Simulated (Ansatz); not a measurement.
Ansatz (a program for electronic structure) input:
A basis named .json is the Basis Set Exchange file of that set.

Ansatz 0.2 input:
```yaml
crystal:
  periodic: [false, false, false]
  atoms:
    - {symbol: C, position_ang: [-1.30140524, -1.18480293, 0.04320733]}
    - {symbol: I, position_ang: [0.21068024, 0.19180387, -0.00699469]}
    - {symbol: H, position_ang: [-1.68009966, -1.49242257, 1.00329335]}
    - {symbol: H, position_ang: [-1.67752164, -1.56436514, -0.89181858]}
basis:
  gaussian:
    orbitals: def2-TZVPPD.json
magnetization: {spin_polarized: true, initial_magnetization: 1}
correlation: {method: ccsd_t, electrons: outside_noble_gas}
```

**Question.** Predict the final energy.

**Answer.** -335.98686 Eh (CCSD(T)/def2-TZVPPD). The basis has 130 functions.

It need not be the lowest isomer of its formula.
